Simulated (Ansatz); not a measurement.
**Forces away from equilibrium**

InH₂F, singlet, displaced at random from a GFN2-xTB minimum.

```
4
angstrom
F -1.6514 -0.7613 0.3232
In 0.0662 0.1380 -0.0999
H 1.6611 -1.0361 0.7808
H 0.2050 1.4155 -0.9445
```

Program: Ansatz 0.2.0. Basis: def2-TZVPP. Cores are frozen in the correlated methods. Filled d shells of the heavier atoms are correlated. Core potentials replace the inner electrons of the atoms past krypton. The def2 sets are not built for correlating such inner shells, so the correlated values are less sure here.

CCSD(T) forces from the calculation:
```csv
atom,Fx,Fy,Fz (eV/Å)
F1,0.649,0.455,-0.217
In2,1.129,-4.226,2.801
H3,-1.850,1.331,-0.982
H4,0.072,2.441,-1.602
```

Q: Which atom feels the largest CCSD(T) force, and how large is it?

A: In2, 5.19 eV/Å, along (0.22, -0.81, 0.54).

Root-mean-square difference of the force components from those of CCSD(T): PBE0-D4 0.026; wB97M-V 0.061; r2SCAN-D4 0.058; PBE-D4 0.222; CAM-B3LYP-D4 0.035; r2SCAN0-D4 0.075 eV/Å.

No T1 diagnostic of these runs exceeds 0.018. These are differences at one structure, and CCSD(T) in triple zeta is itself an approximation.

For scale, one of the runs: CCSD(T)/def2-TZVPP forces, 109 basis functions (an equivalent command: `ansatz run in.yaml --threads 4`). The run took 17 s on 4 CPU threads (shared host), with 0.77 GiB of host memory at its peak.
